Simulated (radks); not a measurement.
Problem. Radial electron density D(r) = 4 pi r^2 rho(r) of an atom or ion with 25 electrons. Calculated with a radial shooting solver on a logarithmic mesh with Libxc functionals: Dirac Kohn-Sham, PBE, spin-unpolarised, spherical densities, point nucleus.

```
   r/bohr * D(r) (the largest magnitude, 62.4, reaches the edge; | marks zero)
 0.004207 |       *
 0.005263 |          *
 0.006584 |               *
 0.008237 |                    *
  0.01031 |                          *
  0.01289 |                                 *
  0.01613 |                                       *
  0.02018 |                                           *
  0.02525 |                                             *
  0.03158 |                                            *
  0.03951 |                                        *
  0.04904 |                                      *
  0.06135 |                                       *
  0.07676 |                                              *
  0.09603 |                                                     *
   0.1201 |                                                      *
   0.1503 |                                              *
    0.188 |                                   *
   0.2352 |                              *
   0.2943 |                                 *
   0.3682 |                                   *
   0.4606 |                            *
   0.5763 |              *
    0.721 |    *
    0.902 |*
    1.128 *
    1.412 *
```

What is the nuclear charge?

Solution. Z = 41. The innermost maximum, from 1s, lies near gamma/Z bohr with gamma = sqrt(1 - (Z/c)^2) = 0.954, here 0.0233 bohr (found: 0.0254), and its height grows with Z. The density is that of the niobium ion Nb16+ in [Ar] 3d7; the configuration itself is not fixed sharply by these data, and Z only to a few units. D(r) has 3 maxima, at r = 0.0254, 0.111, 0.351 bohr, and minima at 0.0515, 0.235 bohr, inside which lie 2.06, 11.14 electrons.
